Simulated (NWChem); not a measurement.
System: C2H7NSi; SMILES C(/[SiH3])=N/C

Input file for NWChem:

```
start job
memory heap 200 mb stack 900 mb global 1100 mb
geometry units angstroms noautosym nocenter noautoz
  C     -0.769318    -1.716167     0.094463
  N      0.617003    -1.327271     0.162746
  C      0.939612    -0.089119     0.085162
  Si    -0.203298     1.450587    -0.122646
  H     -1.501305    -0.877790    -0.026624
  H     -0.906459    -2.425516    -0.749665
  H     -1.033593    -2.281871     1.013523
  H      2.030574     0.129291     0.146049
  H     -0.995037     1.394667    -1.402789
  H     -1.170058     1.592263     1.023671
  H      0.686884     2.661023    -0.157019
end
basis spherical
  * library cc-pvtz
end
dft
  xc hfexch
  iterations 150
  semidirect filesize 400000000
end
property
  efieldgrad
end
task dft property
```

Coordinates come from a PBE-D3(BJ)/def2-SVP optimisation.

Vzz is the largest principal value of the second derivative of the potential at the nucleus (NWChem prints the opposite sign); η is the asymmetry. Non-relativistic.

Atoms are numbered as in the input.

**Question.** What results follow from this input? (Hartree-Fock/cc-pVTZ.) Quantities: Vzz N2 (a.u.); η N2.

**Answer.** 
```yaml
Vzz N2 (a.u.): -1.251
"η N2": 0.62
```
